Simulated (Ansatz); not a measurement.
```xyz
12

F     1.353    1.812   -1.711
B     0.670    1.120   -0.822
C     1.081   -0.271   -0.279
C    -0.163   -1.113    0.048
Ga   -1.496    0.063    0.940
H    -0.349    1.661   -0.413
H     1.615   -0.040    0.658
H     1.811   -0.785   -0.914
H     0.091   -1.960    0.692
H    -0.595   -1.527   -0.865
H    -2.964    0.237    0.406
H    -1.054    0.802    2.261
```

Total charge 0; spin multiplicity 1.

Question: List the CAM-B3LYP/def2-TZVPP orbital energies in eV (the Gaussian-basis code of Ansatz). (An estimate is asked.)

Answer: The calculation gave: Occupied: -10139.28, -1250.94, -1108.26, -1108.13, -1108.12, -674.26, -278.65, -278.55, -187.45, -151.23, -104.77, -104.44, -104.41, -35.68, -24.57, -24.40, -24.39, -24.30, -24.23, -22.97, -19.05, -17.42, -15.69, -15.02, -14.83, -13.98, -13.11, -12.16, -11.78, -10.59, -9.65, -8.92. Lowest empty: -0.13, 0.16, 1.71, 1.97, 2.67, 2.77, 2.99, 3.27.
